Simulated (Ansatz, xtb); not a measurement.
BH8PSi2: which of two conformers lies lower

Structure a is `BP[SiH2][SiH3]`, a singlet and structure b is `BP[SiH2][SiH3]`, a singlet. Both are isolated molecules in the gas phase, relaxed with B3LYP-D3(BJ)/def2-SVP.

a (Å):

```csv
atom,x (Å),y (Å),z (Å)
B,0.6594,2.1339,0.8201
P,0.5165,1.0614,-0.6969
Si,-0.7377,-0.7143,-0.0670
Si,-0.7353,-2.2585,-1.8385
H,-0.3458,2.3903,1.4325
H,1.7040,2.6612,1.1023
H,1.8053,0.4916,-0.8819
H,-2.1072,-0.1753,0.1730
H,-0.2536,-1.3626,1.1884
H,-1.3174,-1.6218,-3.0553
H,-1.5307,-3.4721,-1.4877
H,0.6692,-2.6707,-2.1326
```

b (Å):

```xyz
12

B     2.1020   -2.6453   -0.7816
P     1.0090   -3.4379    0.4896
Si   -0.9674   -2.3438    0.4496
Si   -1.6067   -2.1525   -1.8061
H     3.2809   -2.5151   -0.5781
H     1.6362   -2.4030   -1.8657
H     1.5761   -3.1530    1.7596
H    -1.9661   -3.1450    1.2161
H    -0.8740   -0.9977    1.0896
H    -3.0662   -1.8494   -1.8852
H    -0.8460   -1.0516   -2.4622
H    -1.3343   -3.4348   -2.5165
```

Q: Estimate E(b) − E(a) at the level CCSD(T)/def2-SVP + ΔMP2/def2-TZVPP.

A: Too close to call at this level: CCSD(T)/def2-SVP + ΔMP2/def2-TZVPP gives E(b) − E(a) = −1.51 kJ/mol.

The same difference at several levels:

```json
{"level": "B3LYP-D3(BJ)/def2-SVP", "geometry": "B3LYP-D3(BJ)/def2-SVP", "E(b) − E(a) (kJ/mol)": "−2.21", "departure from the last row (kJ/mol)": "−0.70", "job, with rough time for the two": "optimisation, 49 s"}
{"level": "HF/def2-SVP", "geometry": "B3LYP-D3(BJ)/def2-SVP", "E(b) − E(a) (kJ/mol)": "+1.74", "departure from the last row (kJ/mol)": "+3.25", "job, with rough time for the two": "part of the CCSD(T) run"}
{"level": "MP2/def2-SVP", "geometry": "B3LYP-D3(BJ)/def2-SVP", "E(b) − E(a) (kJ/mol)": "−1.48", "departure from the last row (kJ/mol)": "+0.03", "job, with rough time for the two": "part of the CCSD(T) run"}
{"level": "CCSD(T)/def2-SVP", "geometry": "B3LYP-D3(BJ)/def2-SVP", "E(b) − E(a) (kJ/mol)": "−1.55", "departure from the last row (kJ/mol)": "−0.04", "job, with rough time for the two": "single point"}
{"level": "CCSD(T)/def2-SVP + ΔMP2/def2-TZVPP", "geometry": "B3LYP-D3(BJ)/def2-SVP", "E(b) − E(a) (kJ/mol)": "−1.51", "departure from the last row (kJ/mol)": "", "job, with rough time for the two": "single point, 14 s"}
```

The largest departure from CCSD(T)/def2-SVP + ΔMP2/def2-TZVPP is that of HF/def2-SVP, 3.25 kJ/mol. Levels run at GFN2-xTB geometries aren't shown. The last row adds to CCSD(T) the change of the MP2 difference between the two basis sets, here +0.04 kJ/mol.

With harmonic frequencies from B3LYP-D3(BJ)/def2-SVP (ideal gas, rigid rotor, one conformer each, 200 K, 1 atm): on the last row, ΔE + ΔZPE = −0.71 kJ/mol. A mode under 50 cm⁻¹ makes harmonic enthalpies and free energies unreliable, so none is given.

The correlated steps freeze 16 core orbitals. Programs: Ansatz 0.2.0; the last row on 2 threads of Intel(R) Xeon(R) 6975P-C (Granite Rapids) on a shared host.
